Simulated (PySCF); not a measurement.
YBr2, SMILES [Y]([Br])[Br] (connectivity only; charge and spin as stated), neutral, multiplicity 2.

Geometry optimised at PBE-D3(BJ)/def2-SVP. The def2 effective core potentials stand for the cores of Y; spin–orbit coupling is left out.

Level of theory: PBE-D3(BJ)/def2-SVP in PySCF 2.14.0.

Frequencies are harmonic and unscaled.

| mode | ν (cm⁻¹) | IR (km/mol) | moving atoms (share of kinetic energy) |
|---|---|---|---|
| 1 | 41 | 2.6 | Br 66 %, Y 34 % |
| 2 | 234 | 10.6 | Br 69 %, Y 31 % |
| 3 | 283 | 56.8 | Y 59 %, Br 41 % |
